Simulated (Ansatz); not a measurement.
Input and output for `C[S][Ga]([S]C)[S]C`.

```yaml
crystal:
  periodic: [false, false, false]
  atoms:
    - {symbol: C, position_ang: [1.816153, -0.219448, 2.497251]}
    - {symbol: S, position_ang: [1.978171, -0.601336, 0.724812]}
    - {symbol: Ga, position_ang: [0.000070, 0.001940, 0.000296]}
    - {symbol: S, position_ang: [-0.495023, -0.199625, -2.124847]}
    - {symbol: C, position_ang: [1.058456, -0.897382, -2.767655]}
    - {symbol: S, position_ang: [-1.481608, 0.806185, 1.400128]}
    - {symbol: C, position_ang: [-2.874739, 1.116034, 0.270297]}
    - {symbol: H, position_ang: [1.019712, -0.803510, 2.955722]}
    - {symbol: H, position_ang: [2.764714, -0.489412, 2.960715]}
    - {symbol: H, position_ang: [1.634003, 0.842092, 2.657260]}
    - {symbol: H, position_ang: [1.278503, -1.859903, -2.308478]}
    - {symbol: H, position_ang: [1.892353, -0.214880, -2.610997]}
    - {symbol: H, position_ang: [0.914715, -1.040810, -3.838285]}
    - {symbol: H, position_ang: [-3.681589, 1.525389, 0.877627]}
    - {symbol: H, position_ang: [-2.607149, 1.840838, -0.496985]}
    - {symbol: H, position_ang: [-3.216731, 0.193827, -0.196852]}
basis:
  gaussian: {orbitals: def2-TZVPD}
hamiltonian: {xc: {name: BHLYP}, dispersion: d3bjatm}
```

```sh
$ ansatz run in.yaml --threads 2 --pin off --events-out ev --progress --plain --max-ram 32768MiB --backend cuda --devices 0, --max-vram 18GiB
```

Output, abridged:

```
Functional definition: BHLYP
2635 factors; their error is unknown
mean field evaluation 1: about -88136.7590 eV, gradient 5.6e1 eV
mean field evaluation 2: about -88137.7511 eV, gradient 5.3e1 eV
mean field evaluation 4: about -88143.8012 eV, gradient 2.6e0 eV
mean field evaluation 8: about -88143.8138 eV, gradient 4.0e-2 eV
mean field evaluation 16: about -88144.3307 eV, gradient 9.5e-5 eV
mean field -88144.33067216 eV, -3239.2444058286 hartree, gradient 2.6e-5 eV, S^2 0.000000; 0 other end points of the search recorded, 0 dependent functions left out
reference -88144.33093464 eV, -3239.2444154747 hartree; 53, 53 occupied and 331, 331 virtual orbitals, 2635 factors
Total energy: -88145.07539285 eV, -3239.2717738092 hartree
```

Run time 8 s (2 threads of an AMD EPYC 7R13 on a shared host and a share of an NVIDIA H100 80 GB); peak host memory 0.91 GiB.
